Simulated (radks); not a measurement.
Species: Te2+. Configuration: [Kr] 4d9 5s2 5p2 4f1 (not the ground configuration).

Calculated with a radial shooting solver on a logarithmic mesh with Libxc functionals: Dirac Kohn-Sham, PBE, spin-unpolarised, spherical densities, point nucleus; open shells are shared between the two j in proportion to 2j + 1.

Energy parts (eV):
| part | energy |
|---|---|
| total | -184862.648 |
| kinetic | 195521.371 |
| electron-nucleus | -447626.995 |
| Hartree | 72001.562 |
| exchange-correlation | -4758.587 |

Orbitals (lengths in bohr, moments of r in powers of bohr; <r^-3> diverges for s and p1/2; r(max) is where P^2 peaks; r(90%) holds 90 % of the orbital's charge):
| orbital | occ. | eigenvalue (eV) | <r^-3> | r(90%) | <r^4> | r(max) |
|---|---|---|---|---|---|---|
| 1s1/2 | 2 | -31639.28 | - | 0.0500 | 2.871e-06 | 0.01793 |
| 2s1/2 | 2 | -4877.890 | - | 0.185 | 0.0004915 | 0.1015 |
| 2p1/2 | 2 | -4572.113 | - | 0.165 | 0.0003148 | 0.07795 |
| 2p3/2 | 4 | -4297.619 | 4906 | 0.173 | 0.0003752 | 0.08265 |
| 3s1/2 | 2 | -996.0872 | - | 0.473 | 0.02139 | 0.2928 |
| 3p1/2 | 2 | -870.4289 | - | 0.470 | 0.02051 | 0.2792 |
| 3p3/2 | 4 | -819.2326 | 934.4 | 0.486 | 0.02349 | 0.2897 |
| 3d3/2 | 4 | -597.7477 | 148.7 | 0.463 | 0.01941 | 0.2360 |
| 3d5/2 | 6 | -587.0375 | 137.9 | 0.468 | 0.02026 | 0.2390 |
| 4s1/2 | 2 | -194.2613 | - | 1.10 | 0.6290 | 0.6999 |
| 4p1/2 | 2 | -150.8456 | - | 1.16 | 0.7907 | 0.7195 |
| 4p3/2 | 4 | -140.9622 | 180.7 | 1.20 | 0.9064 | 0.7435 |
| 4d3/2 | 3.6 | -71.2920 | 21.85 | 1.43 | 1.813 | 0.7987 |
| 4d5/2 | 5.4 | -69.7511 | 20.10 | 1.45 | 1.900 | 0.8071 |
| 5s1/2 | 2 | -37.3569 | - | 2.73 | 23.92 | 1.703 |
| 5p1/2 | 0.666667 | -26.9068 | - | 3.14 | 41.96 | 1.909 |
| 5p3/2 | 1.33333 | -25.6470 | 23.04 | 3.25 | 47.87 | 1.975 |
| 4f5/2 | 0.428571 | -6.8368 | 0.3234 | 6.14 | 563.0 | 2.684 |
| 4f7/2 | 0.571429 | -6.8197 | 0.3138 | 6.16 | 572.3 | 2.710 |

The highest occupied level is 4f7/2 at -6.820 eV. Summed over all electrons, <r^2> = 52.87 bohr^2, which gives a Langevin (diamagnetic) susceptibility term of -41.9 x 10^-6 cm^3/mol.
